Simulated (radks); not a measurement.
The numbers below are computed, except where a source is named.
Coulomb parameter of the 5d shell of the lutetium ion Lu+ in the model configuration [Xe] 4f14 5d1 6s1, as a second difference U = [E(n + 0.25) + E(n - 0.25) - 2 E(n)] / (0.25)^2 with all orbitals relaxed. "Bare": the charge of the atom changes with n. "Screened": the 6s shell takes up the change at fixed total charge, which measures U(5d,5d) + U(6s,6s) - 2 U(5d,6s). Code: a radial shooting solver on a logarithmic mesh with Libxc functionals. Model: scalar-relativistic Kohn-Sham, PBE, spin-unpolarised, spherical densities, finite nucleus; Fermi nuclear charge, rms radius 5.37 fm.

| case | configuration | E - E(n) (eV) |
|---|---|---|
| start | [Xe] 4f14 5d1 6s1 | 0.000 |
| bare +0.25 | [Xe] 4f14 5d1.25 6s1 | -1.727 |
| bare -0.25 | [Xe] 4f14 5d0.75 6s1 | 2.220 |
| screened +0.25 | [Xe] 4f14 5d1.25 6s0.75 | 0.596 |
| screened -0.25 | [Xe] 4f14 5d0.75 6s1.25 | -0.570 |

U(bare) = 7.888 eV, U(screened by 6s) = 0.416 eV, against the Slater integral F0(5d,5d) = 9.941 eV with frozen orbitals.
